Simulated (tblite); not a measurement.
Compound: C3H7ClOSi.
Cartesian coordinates in Å at the GFN2-xTB level; atoms count from 1:
```xyz
13
C3H7ClOSi angstrom
C      2.6859   -0.0892    0.1055
C      1.5617    0.2053   -0.5317
Cl     1.6204    0.9918   -2.0846
O      0.3535   -0.0778   -0.0271
C     -0.8312    0.2370   -0.7503
Si    -2.2443   -0.3662    0.3831
H      3.6442    0.1486   -0.3104
H      2.6458   -0.5767    1.0612
H     -0.8817    1.3135   -0.9429
H     -0.8263   -0.2685   -1.7213
H     -3.5087   -0.0761   -0.2957
H     -2.1479    0.3610    1.6463
H     -2.0757   -1.8022    0.5890
```

Level: GFN2-xTB in tblite, geometry and Hessian alike; calculated harmonic values, unscaled, isolated species. The method is semi-empirical: single wavenumbers can be off by several per cent or more. Modes of hydrogen on silicon can be 10 to 20 % off. One conformer, not necessarily the lowest.

Harmonic wavenumbers (cm⁻¹): 36.0, 54.4, 120.9, 121.5, 210.1, 355.0, 469.0, 500.2, 521.2, 545.9, 631.9, 673.3, 749.5, 766.2, 773.2, 791.3, 794.4, 800.5, 909.1, 1065.9, 1155.0, 1187.7, 1274.0, 1361.9, 1474.3, 1684.5, 2268.3, 2295.5, 2297.9, 2912.1, 2935.0, 3140.6, 3188.0.

A = 4970, B = 1100, C = 915.6 MHz; mass 121.995 u (most abundant isotopes); point group Cs, symmetry number 1.

**Question.** What is the zero-point energy?

**Answer.** ½Σν̃ = 19032 cm⁻¹ = 54.42 kcal/mol.

**Question.** Give the ideal-gas entropy at 500 K and 1 bar in the rigid-rotor, harmonic-oscillator model (classical rotation).

**Answer.** Translation 42.91, rotation 30.09, vibration 39.86: S = 112.9 cal/(mol K).

**Question.** And Cp and H(500 K) − H(0)?

**Answer.** Cp = 43.71 cal/(mol K), of which vibrations give 35.77 (their classical limit is 33 R = 65.6); H(500 K) − H(0) = 13.71 kcal/mol without the zero-point energy, 9.73 from vibrations.

**Question.** Which modes carry the vibrational entropy at 500 K?

**Answer.** 36.0 cm⁻¹: 6.49; 54.4 cm⁻¹: 5.67; 120.9 cm⁻¹: 4.10; 121.5 cm⁻¹: 4.09; 210.1 cm⁻¹: 3.02; 355.0 cm⁻¹: 2.03 cal/(mol K); the other 27 give 14.46 together.

**Question.** How do the functions run with temperature in this model?

**Answer.** 
| T (K) | S (cal/(mol K)) | Cp (cal/(mol K)) | H − H(0) (kcal/mol) | G − H(0) (kcal/mol) | ln q(vib) |
| --- | --- | --- | --- | --- | --- |
| 100 | 68.8 | 16.5 | 1.27 | -5.62 | 1.96 |
| 200 | 82.4 | 23.8 | 3.26 | -13.21 | 4.17 |
| 300 | 93.6 | 31.8 | 6.05 | -22.02 | 6.24 |
| 800 | 135.9 | 54.1 | 28.53 | -80.18 | 15.82 |
| 1000 | 148.5 | 58.5 | 39.81 | -108.65 | 19.17 |

q(vib) and H(0) count from the zero-point level.

**Question.** What must be added to the electronic energy to get the Gibbs energy at 500 K and 1 bar?

**Answer.** ZPE + [H(500 K) − H(0)] − T·S = 54.42 + 13.71 − 56.43 = 11.70 kcal/mol.

**Question.** Blend soft modes into free rotors: weight 1/[1 + (100 cm⁻¹/ν̃)⁴] for the oscillator and the rest for a rotor with moment μB/(μ + B), μ = h/(8π²ν), B = 10⁻⁴⁴ kg m². What vibrational entropy results?

**Answer.** 35.62 cal/(mol K) in place of 39.86, which changes −T·S at 500 K by +2.12 kcal/mol.

Hindered rotation and anharmonicity are outside this model. Other conformers, if any are populated, would add a mixing term that is left out.

Hardware: Arm Neoverse N1, one thread (shared host). Cost: 0.65 s wall. This covers the Hessian and the dipole derivatives.
